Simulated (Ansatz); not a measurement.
Program: Ansatz. Geometries: PBE0-D4/def2-TZVP. ΔE: electronic, gas phase. CCSD(T)/CBS adds triple-zeta CCSD(T) − MP2 to the extrapolated MP2 energy (def2 sets, frozen cores). Functionals use def2-TZVPP. One conformer a species, not always the lowest.

`NC[SiH2]S[SiH3]` + `CBCl` → `C[SiH2]S[SiH3]` + `NCBCl`  (redistribution)

| level | ΔE (eV) |
| --- | --- |
| ωB97X-V | -0.08 |
| ωB97M-V | -0.08 |
| B2PLYP | -0.09 |
| r2SCAN | -0.09 |

Task: What does CCSD(T)/CBS give? (Best estimate.)

Result: Computed: -0.08 eV. The listed levels differ from it by 0.00, 0.00, -0.01, -0.01 eV.

Largest T1 diagnostic among the species: 0.011.

In def2-TZVPP, CCSD(T) changes the Hartree–Fock value by +0.06 eV (the triples alone add +0.01 eV) and MP2 by +0.05 eV. The D4 term adds +0.03 eV with B3LYP and +0.02 eV with PBE0; it sums over pairs of atoms, weighted by their polarisabilities, and B3LYP, whose exchange is more repulsive, gets the larger term.

B3LYP here is the variant with VWN-RPA as its local correlation; programs differ in this.
